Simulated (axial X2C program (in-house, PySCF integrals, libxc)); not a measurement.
Results of a calculation; reference values are marked as such.
**AsS⁺: input and output**

Program: an axial X2C code built on PySCF integrals.

The run was started with this input:
```json
{"zs": [33, 16], "q": 1, "bas": ["dyall-cv3z", "dyall-av3z"], "levels": ["PBE0", "HF", "PBEsol"], "cc": true, "r0": 2.08, "thr": -2.0, "nmax": 90, "npts": 10, "nst": 2, "ntry": 6}
```
```bash
python so2c.py task.json out
```

Keys: zs atomic numbers; q charge; bas basis sets; levels methods; cc coupled cluster on or off; r0 starting distance in Å; thr threshold in hartree for freezing inner shells (an s shell follows its p shell); nmax most natural virtual spinors; npts points on the curve; nst determinants followed; ntry starts of the search. HF also brings MP2.

Output of the PBEsol step, 2c, at R = 1.941 Å for the state Ω = 0. It starts from PBE0 orbitals of this distance.

```
two-component X2C + atomic mean field  PBEsol
basis functions 165  fitting functions 906  grid points 5076
iter        total energy     max residual
   1      -2656.330416997     1.86e-01
   2      -2656.333342368     9.26e-03
   3      -2656.292507086     3.04e-02
   4      -2656.331736711     1.04e-02
   5      -2656.336185144     7.64e-04
   6      -2656.336203279     2.26e-04
   7      -2656.336204802     7.17e-05
   8      -2656.336204984     6.32e-06
   9      -2656.336204984     2.90e-06
converged
one-electron -3968.09239429  Coulomb 1275.75987130  exact exchange 0.00000000  xc functional -107.08761745  nuclear repulsion 143.94928767  atomic mean-field constant -0.86535222
```
Energies are in hartree; totals compare only within one Hamiltonian and basis.
